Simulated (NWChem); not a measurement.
Program: NWChem. System: H₃BF₂Si, charge 0, spin multiplicity 1, displaced from the optimised geometry. The structure started from a generated list of species. Level: BLYP/def2-SVP.

Input file:

```
start mol
memory heap 200 mb stack 800 mb global 1000 mb
geometry units angstroms nocenter noautoz noautosym
  B     -0.456508     0.254012    -0.298973
  F     -1.649985    -0.342328    -0.470213
  F     -0.312229     1.470310    -0.857591
  Si     1.101752    -0.634270     0.746564
  H      1.663193     0.348562     1.768380
  H      2.216168    -0.992196    -0.232876
  H      0.638581    -1.898486     1.457708
end
basis spherical
  * library def2-svp
end
dft
  xc becke88 lyp
  semidirect memsize 60000000 filesize 0
  iterations 100
  grid medium
end
task dft gradient
```

Part of the output:

```
             Northwest Computational Chemistry Package (NWChem) 7.3.0
             --------------------------------------------------------

                                NWChem Input Module
                                -------------------

 Scaling coordinates for geometry "geometry" by  1.889725989
 (inverse scale =  0.529177249)

                             Geometry "geometry" -> ""
                             -------------------------

 Output coordinates in angstroms (scale by  1.889725989 to convert to a.u.)

  No.       Tag          Charge          X              Y              Z
 ---- ---------------- ---------- -------------- -------------- --------------
    1 B                    5.0000    -0.45650800     0.25401200    -0.29897300
    2 F                    9.0000    -1.64998500    -0.34232800    -0.47021300
    3 F                    9.0000    -0.31222900     1.47031000    -0.85759100
    4 Si                  14.0000     1.10175200    -0.63427000     0.74656400
    5 H                    1.0000     1.66319300     0.34856200     1.76838000
    6 H                    1.0000     2.21616800    -0.99219600    -0.23287600
    7 H                    1.0000     0.63858100    -1.89848600     1.45770800

 Effective nuclear repulsion energy (a.u.)     141.7932705104

            Nuclear Dipole moment (a.u.)
            ----------------------------
        X                 Y               Z
 ---------------- ---------------- ----------------
     0.0000075589    -0.0000037795     0.0000132281


 Summary of "ao basis" -> "" (spherical)
 ------------------------------------------------------------------------------
       Tag                 Description            Shells   Functions and Types
 ---------------- ------------------------------  ------  ---------------------
 *                          def2-svp                  on all atoms

                                 NWChem DFT Module
                                 -----------------

 Summary of "ao basis" -> "ao basis" (spherical)
 ------------------------------------------------------------------------------
       Tag                 Description            Shells   Functions and Types
 ---------------- ------------------------------  ------  ---------------------
 B                          def2-svp                 6       14   3s2p1d
 F                          def2-svp                 6       14   3s2p1d
 Si                         def2-svp                 8       18   4s3p1d
 H                          def2-svp                 3        5   2s1p

 Summary of "ao basis" -> "ao basis" (spherical)
 ------------------------------------------------------------------------------
       Tag                 Description            Shells   Functions and Types
 ---------------- ------------------------------  ------  ---------------------
 B                          def2-svp                 6       14   3s2p1d
 F                          def2-svp                 6       14   3s2p1d
 Si                         def2-svp                 8       18   4s3p1d
 H                          def2-svp                 3        5   2s1p

            General Information
            -------------------
          SCF calculation type: DFT
          Wavefunction type:  closed shell.
          No. of atoms     :     7
          No. of electrons :    40
           Alpha electrons :    20
            Beta electrons :    20
          Charge           :     0
          Spin multiplicity:     1
          Use of symmetry is: off; symmetry adaption is: off
[...]
              MO Center=  8.8D-01, -4.9D-01,  5.6D-01, r^2= 3.7D+00
   Bfn.  Coefficient  Atom+Function         Bfn.  Coefficient  Atom+Function
  ----- ------------  ---------------      ----- ------------  ---------------
    72      0.970349  7 H  s                 54      0.955813  4 Si py
    62     -0.634976  5 H  s                 53      0.621398  4 Si px
    67     -0.361078  6 H  s                 55     -0.237992  4 Si pz
    71      0.211624  7 H  s                 51      0.191684  4 Si py
     8      0.179789  1 B  py                17      0.148055  2 F  s

 Vector   23  Occ=0.000000D+00  E= 3.142576D-02
              MO Center=  1.4D+00, -7.9D-01,  9.1D-01, r^2= 3.9D+00
   Bfn.  Coefficient  Atom+Function         Bfn.  Coefficient  Atom+Function
  ----- ------------  ---------------      ----- ------------  ---------------
    67     -0.858569  6 H  s                 53      0.854182  4 Si px
    72     -0.823450  7 H  s                 62     -0.804632  5 H  s
    45      0.762149  4 Si s                 46      0.753135  4 Si s
    55      0.503382  4 Si pz                54     -0.470581  4 Si py
    44      0.275877  4 Si s                  2      0.253416  1 B  s

 center of mass
 --------------
 x =  -0.16363295 y =   0.09257511 z =  -0.10899135

 moments of inertia (a.u.)
 ------------------
         355.856190564505          76.178183042691        -168.996816313315
          76.178183042691         489.983935580620         131.023038865648
        -168.996816313315         131.023038865648         561.354307765309

     Multipole analysis of the density
     ---------------------------------

     L   x y z        total         alpha         beta         nuclear
     -   - - -        -----         -----         ----         -------
     0   0 0 0     -0.000000    -20.000000    -20.000000     40.000000

     1   1 0 0      0.194152      0.097072      0.097072      0.000008
     1   0 1 0     -0.114455     -0.057226     -0.057226     -0.000004
     1   0 0 1      0.135129      0.067558      0.067558      0.000013

     2   2 0 0    -24.084646   -103.998723   -103.998723    183.912800
     2   1 1 0     -0.226428     21.746571     21.746571    -43.719570
     2   1 0 1     -0.766527    -44.925555    -44.925555     89.084582
     2   0 2 0    -23.847224    -67.589337    -67.589337    111.331450
     2   0 1 1      0.913901     34.076102     34.076102    -67.238303
     2   0 0 2    -22.635730    -50.894736    -50.894736     79.153742

            General Information
            -------------------
          SCF calculation type: DFT
          Wavefunction type:  closed shell.
          No. of atoms     :     7
          No. of electrons :    40
           Alpha electrons :    20
            Beta electrons :    20
          Charge           :     0
          Spin multiplicity:     1
          Use of symmetry is: off; symmetry adaption is: off
          Maximum number of iterations: 100
          AO basis - number of functions:    75
                     number of shells:    35
          Convergence on energy requested:  1.00D-06
          Convergence on density requested:  1.00D-05
          Convergence on gradient requested:  5.00D-04

              XC Information
              --------------
                    Becke 1988 Exchange Functional  1.000
              Lee-Yang-Parr Correlation Functional  1.000

             Grid Information
             ----------------
          Grid used for XC integration:  medium
          Radial quadrature: Mura-Knowles
          Angular quadrature: Lebedev.
          Tag              B.-S. Rad. Rad. Pts. Rad. Cut. Ang. Pts.
          ---              ---------- --------- --------- ---------
          B                   0.85       49           9.0       434
          F                   0.50       49          11.0       434
          Si                  1.10       88           8.0       590
          H                   0.35       45          10.0       434
          Grid pruning is: on
          Number of quadrature shells:   370
          Spatial weights used:  Erf1

          Convergence Information
          -----------------------
          Convergence aids based upon iterative change in
          total energy or number of iterations.
          Levelshifting, if invoked, occurs when the
          HOMO/LUMO gap drops below (HL_TOL):  1.00D-02
          DIIS, if invoked, will attempt to extrapolate
          using up to (NFOCK): 10 stored Fock matrices.

                    Damping( 0%)  Levelshifting(0.5)       DIIS
                  --------------- ------------------- ---------------
          dE  on:    start            ASAP                start
          dE off:    2 iters        100 iters           100 iters

      Screening Tolerance Information
      -------------------------------
          Density screening/tol_rho:  1.00D-10
          AO Gaussian exp screening on grid/accAOfunc:  14
          CD Gaussian exp screening on grid/accCDfunc:  20
          XC Gaussian exp screening on grid/accXCfunc:  20
          Schwarz screening/accCoul:  1.00D-08

                            NWChem DFT Gradient Module
                            --------------------------

  charge          =   0.00
  wavefunction    = closed shell

                         DFT ENERGY GRADIENTS

    atom               coordinates                        gradient
                 x          y          z           x          y          z
   1 B      -0.862675   0.480013  -0.564977    0.002453  -0.001462   0.001784
   2 F      -3.118020  -0.646906  -0.888574   -0.009022  -0.004853  -0.001129
   3 F      -0.590027   2.778483  -1.620612    0.001427   0.009270  -0.004130
   4 Si      2.082009  -1.198597   1.410801   -0.000191   0.000003  -0.000008
   5 H       3.142979   0.658687   3.341754    0.002564   0.004891   0.004909
   6 H       4.187950  -1.874979  -0.440072    0.005217  -0.001656  -0.004874
   7 H       1.206743  -3.587618   2.754669   -0.002447  -0.006194   0.003447

                 ----------------------------------------
                 |  Time  |  1-e(secs)   |  2-e(secs)   |
                 ----------------------------------------
                 |  CPU   |       0.00   |       1.50   |
                 ----------------------------------------
                 |  WALL  |       0.00   |       1.50   |
                 ----------------------------------------

 Task  times  cpu:        5.1s     wall:        5.1s

 Total times  cpu:        5.1s     wall:        5.1s
```
